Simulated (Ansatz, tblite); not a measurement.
Cost and result up the ladder for `Brc1cccc2cc3ccccc3cc12` (24 atoms). The state is a singlet with charge 0. Geometry: PBE0-D4/def2-SVP.

Ansatz on 4 threads of Arm Neoverse V1 on a shared host; xTB runs through tblite on one thread. Times are rough, summed over both states, and most runs start from the orbitals of an earlier one. PBE0-D4/def2-SVP serves as the yardstick here, not as an exact answer. The other state is a triplet.

The xTB rows come from tblite.

xTB has no spin-polarisation term.

| level | functions | vertical triplet (eV) | difference from PBE0-D4/def2-SVP (eV) |
| --- | --- | --- | --- |
| PBE0-D4/def2-SVP | 273 | 2.08 | 0.00 |
| GFN1-xTB | 83 | 2.16 | 0.08 |
| GFN2-xTB | 74 | 2.19 | 0.11 |
| PBE-D4/def2-SVP | 273 | 1.99 | -0.10 |

(1) Estimate how long each takes.

Answers

(1) GFN2-xTB 0.04 s; GFN1-xTB 0.044 s; PBE-D4/def2-SVP 20 s; PBE0-D4/def2-SVP 43 s. On shared hardware such times vary by a factor of up to 3.
